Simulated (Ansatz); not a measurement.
CH5FSi2 at its PBE0-D4/def2-TZVP geometry, where that method's forces vanish. Total charge 0; spin multiplicity 1. The bonds changed during the relaxation, so this is another structure than the one it started from.

```xyz
9

F    -0.6683    1.9070   -1.6072
Si   -1.3093    1.6135   -0.1480
C     0.1138    0.6423    0.6057
Si    0.1977   -1.1057   -0.0894
H    -1.1759   -1.6706   -0.2161
H    -0.0289    0.5743    1.6896
H     1.0743    1.1280    0.3967
H     0.8190   -1.0888   -1.4368
H     0.9776   -2.0000    0.8054
```

(1) What forces (eV/Å) does PBE-D4/def2-TZVPP give on these atoms in Ansatz? (An estimate is asked.)

Results:

(1) The calculation gave: 
```
F1   0.223  0.134 -0.576
Si2 -0.411 -0.007  0.439
C3   0.027 -0.011  0.037
Si4 -0.005 -0.026 -0.010
H5  -0.133 -0.060 -0.016
H6  -0.018 -0.013  0.205
H7   0.180  0.088 -0.030
H8   0.060 -0.001 -0.138
H9   0.079 -0.103  0.090
```
